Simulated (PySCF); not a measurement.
## WO⁻ at ωB97M-V

Level: ωB97M-V. basis W def2-TZVPPD with ECP60, O def2-TZVPPD; scalar-relativistic core potentials; PySCF 2.14.

```json
{
  "state": "⁴Π (quartet), unpaired electrons π ↑, δ ↑↑",
  "bond length": "1.711 Å",
  "harmonic wavenumber": "941 cm⁻¹",
  "force constant": "7.68 mdyn/Å",
  "rotational constant Be": "0.3912 cm⁻¹",
  "anharmonicity ωexe": "3.21 cm⁻¹",
  "vibration–rotation constant αe": "0.00190 cm⁻¹",
  "bond order (Mayer)": "0.86",
  "dipole moment (positive dipole points towards O; it is taken about the centre of mass and depends on that origin)": "-1.24 D"
}
```

De is left out where the level can put another filling of the metal’s s and d shells below the measured ground configuration, by anything from nothing to about 1 eV. Spin–orbit coupling is left out, which matters for elements this heavy, above all for dissociation energies. With d or f electrons several states lie close, and the lowest PBE0 determinant need not be the measured ground state.
